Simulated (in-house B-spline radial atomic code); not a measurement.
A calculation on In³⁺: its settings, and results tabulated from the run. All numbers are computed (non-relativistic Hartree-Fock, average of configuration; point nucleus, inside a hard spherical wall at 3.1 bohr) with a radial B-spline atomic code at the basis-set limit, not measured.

Command:
```bash
python run_scf.py task.json out
```
Settings:
```
Z                49
configuration    [Kr] 4d10
hamiltonian      nr
method           hf
spin_polarised   False
wall_radius      3.1
```

Output (hartree, bohr):
```
 radial grid: 43 intervals, B-splines of order 8, outer radius 3.1 bohr

 iter        energy (Eh)    residual
    1       -5730.112412    6.54e-01
    2       -5735.819946    2.73e-01
    3       -5738.196075    7.02e-02
    4       -5738.335022    1.86e-02
    5       -5738.340733    7.62e-03
    6       -5738.342958    3.65e-04
    7       -5738.342962    1.02e-04
    8       -5738.342962    6.38e-06
    9       -5738.342962    6.51e-07
   10       -5738.342962    1.51e-08

 total energy                     -5738.34296
 kinetic                            5739.2906
 electron-nucleus                 -13612.2325
 electron-electron                  2134.5990

 orbital      occ     eigenvalue          <r>       <r^2>       <1/r>       <r^4>       r_max
 1s         2.000      -998.7856    0.0310477   0.0012896     48.4763 4.21469e-06     0.02056
 2s         2.000      -150.3703     0.134128   0.0211412     11.0859 0.000761895      0.1138
 2p         6.000      -140.1493     0.114689   0.0160047     11.0603 0.000504461     0.08932
 3s         2.000       -30.6009     0.359556    0.147587     3.99766   0.0331213      0.3267
 3p         6.000       -26.3534     0.351395    0.143055     3.90885   0.0326046      0.3139
 3d        10.000       -18.5705     0.323246    0.123771     3.75266   0.0281228      0.2589
 4s         2.000        -5.9629     0.883488    0.881706      1.5383     1.15684      0.7981
 4p         6.000        -4.5046     0.938782     1.00412     1.42929     1.54937      0.8304
 4d        10.000        -2.0556      1.11637     1.44507      1.1687     3.37828      0.9267
```

Time taken, with all properties: 0.05 s on 1 thread of Intel(R) Xeon(R) 6975P-C, with other jobs on the host.
